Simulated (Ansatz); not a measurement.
```yaml
crystal:
  periodic: [false, false, false]
  atoms:
    - {symbol: N, position_ang: [-1.154983, 0.875065, -0.433809]}
    - {symbol: Ti, position_ang: [0.395859, 0.084399, -0.434607]}
    - {symbol: N, position_ang: [0.521428, -0.627136, 1.391144]}
    - {symbol: Cl, position_ang: [0.236828, -1.853834, -1.854137]}
    - {symbol: Cl, position_ang: [2.106119, 1.157169, -1.014296]}
    - {symbol: H, position_ang: [-1.909449, 0.868696, 0.063476]}
    - {symbol: H, position_ang: [-1.517505, 1.236166, -1.493524]}
    - {symbol: H, position_ang: [1.030851, -0.077300, 2.095395]}
    - {symbol: H, position_ang: [0.255639, -1.754779, 1.590917]}
basis:
  gaussian: {orbitals: def2-TZVPP}
hamiltonian: {xc: {name: HF}}
accuracy: high
relax: {f_tol: 0.0001, max_steps: 2}
```

```sh
$ ansatz run in.yaml --threads 4 --pin off --events-out ev --progress --plain --max-ram 10444MiB
```

Output, abridged:

```
Functional definition: HF
4925 factors; integrals over basis functions are off by at most 2.5e-9 eV
mean field evaluation 1: about -51116.6333 eV, gradient 6.4e1 eV
mean field evaluation 2: about -51116.9082 eV, gradient 6.5e1 eV
mean field evaluation 4: about -51125.1209 eV, gradient 1.0e1 eV
mean field evaluation 8: about -51125.4077 eV, gradient 1.2e0 eV
mean field evaluation 16: about -51125.4139 eV, gradient 9.8e-9 eV
mean field -51125.41392037 eV, -1878.8243075236 hartree, gradient 4.1e-8 eV, S^2 0.000000; 0 other end points of the search recorded, 0 dependent functions left out
reference -51125.41392037 eV, -1878.8243075236 hartree; 37, 37 occupied and 229, 229 virtual orbitals, 4925 factors
relax step   1: F+E_penalty+E_count = -51125.41392037 eV  Δ(F+E_penalty+E_count) = +0.000e0 eV  max|allowed force component| = 8.485e0 eV/Å  Δτ_max = 0.0000 Å  (69 SCF iters, accepted)
4944 factors; integrals over basis functions are off by at most 3.7e-9 eV
mean field -51127.48946167 eV, -1878.9005822592 hartree, gradient 7.7e-8 eV, S^2 0.000000; 0 other end points of the search recorded, 0 dependent functions left out
reference -51127.48946167 eV, -1878.9005822592 hartree; 37, 37 occupied and 229, 229 virtual orbitals, 4944 factors
relax step   2: F+E_penalty+E_count = -51127.48946167 eV  Δ(F+E_penalty+E_count) = -2.076e0 eV  max|allowed force component| = 1.929e0 eV/Å  Δτ_max = 0.1914 Å  (72 SCF iters, accepted)
Error: geometry relaxation did not converge after 2 steps: max|allowed force component| = 1.93e0 eV/Å (threshold 1.0e-4). Raise `relax.max_steps` over both its present limit and 2, loosen `relax.f_tol`, or start from a geometry closer to equilibrium. Where this run's directory can be resumed (`checkpoint.write`), a resume goes on for up to `relax.max_steps` more
```

(1) Something in this input is off. What?

Results:

(1) The relaxation is allowed too few steps for its threshold. The run did not converge.
